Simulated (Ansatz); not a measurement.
Gas-phase electronic energies from Ansatz, PBE0-D4/def2-TZVP geometries. CCSD(T)/CBS is the MP2 limit (def2-TZVPP, def2-QZVPP) plus CCSD(T) − MP2 in def2-TZVPP, frozen cores. DFT in def2-TZVPP. For As outer-core shells are correlated without core-valence functions, which leaves a few kJ/mol of doubt a bond. Scalar relativity is left out up to krypton.

Consider the cleavage of the B–As bond: `B[AsH2]` + `[CH2]1[NH][AlH]1` → `B[N]1[CH2][AlH]1` + `[AsH3]`.

`B[AsH2]`:

Z-matrix (Å, degrees):
```
B
As 1 1.979
H 1 1.193 2 119.5
H 1 1.193 2 119.5 3 -170.9
H 2 1.512 1 100.6 3 -44.5
H 2 1.512 1 100.6 3 -144.6
```

`[CH2]1[NH][AlH]1`:

Z-matrix (Å, degrees):
```
C
Al 1 1.919
N 1 1.507 2 58.8
H 1 1.093 2 122.8 3 101.9
H 1 1.093 2 122.8 3 -101.9
H 2 1.571 1 166.1 3 -180.0
H 3 1.005 1 121.0 2 180.0
```

`B[N]1[CH2][AlH]1`:

Cartesian coordinates in Å:
```
B -0.268 -1.211 -0.997
N -0.208 -0.037 -0.256
C 0.687 0.258 0.944
Al -0.505 1.603 0.321
H 0.436 -2.145 -0.716
H -1.035 -1.274 -1.920
H 0.475 -0.365 1.814
H 1.751 0.253 0.712
H -1.333 2.917 0.098
```

`[AsH3]`:

Z-matrix (Å, degrees):
```
As
H 1 1.522
H 1 1.522 2 92.0
H 1 1.522 2 92.0 3 -92.1
```

```csv
species,PBE energy (Eh)
`B[AsH2]`,-2262.71060
`[CH2]1[NH][AlH]1`,-337.42838
`B[N]1[CH2][AlH]1`,-362.86577
`[AsH3]`,-2237.31736
```

Q: Work out ΔE.

A: ΔE = (-362.86577) + (-2237.31736) − (-2262.71060) − (-337.42838) = -0.04415 Eh = -1.20 eV. CCSD(T)/CBS gives -1.19 eV.

Largest T1 diagnostic among the species: 0.015.

In def2-TZVPP, CCSD(T) changes the Hartree–Fock value by +0.06 eV (the triples alone add +0.00 eV) and MP2 by +0.05 eV. Leaving LDA and LC-ωPBE aside and taking each functional with its dispersion term where it has one, the values, not all of them listed here, spread over 0.12 eV, from CAM-B3LYP-D4 to PBE-QIDH. LDA lies −0.06 eV from PBE without D4. At CCSD(T), def2-SVP lies −0.20 eV from the extrapolated value and def2-TZVPP −0.04 eV.
